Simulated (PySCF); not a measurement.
ClFZn (SMILES [F][Zn][Cl]), singlet, geometry from GFN2-xTB (such geometries of metal compounds can be far from the true shape). Base run: WB97X/6-31G, TDA (PySCF).

Input for PySCF:
```python
from pyscf import gto, scf, dft, tdscf

mol = gto.M(
    atom='''
Zn    0.454175   -0.296905    0.129084
F     1.282437    0.285488   -1.263989
Cl   -1.480423    0.372809    0.441376
''',
    basis='6-31g',
    charge=0,
    spin=0,
    verbose=4,
)

mf = dft.RKS(mol)
mf.xc = 'wb97x'
mf.kernel()
td = mf.TDA()
td.nstates = 5
td.kernel()
td.analyze()
```

The base run was repeated with changes; each row names its change, and settings that it needs were set with it.

| change | first excitation (eV) | oscillator strength of the first | second (eV) | core-seconds (rough) |
|---|---|---|---|---|
| base | 4.47 | 0.002 | 4.73 | 20 |
| nstates = 15 | 4.47 | 0.002 | 4.73 | 20 |
| nstates = 10 | 4.47 | 0.002 | 4.73 | 20 |
| conv_tol = 1e-3 | 4.47 | 0.002 | 4.73 | 10 |
| states = triplets | 4.19 | - | 4.52 | 20 |
| guess vectors = 13 for 5 states | 4.47 | 0.002 | 4.73 | 20 |
| functional = m062x | 4.32 | 0.008 | 4.47 | 20 |
| functional = b3lyp | 3.67 | 0.002 | 3.86 | 6 |
| functional = hf | 5.72 | 0.014 | 5.81 | 2 |
| response = full linear response | 4.45 | 0.003 | 4.73 | 40 |

An iterative solver can miss low states, so a row lists the states that it found.
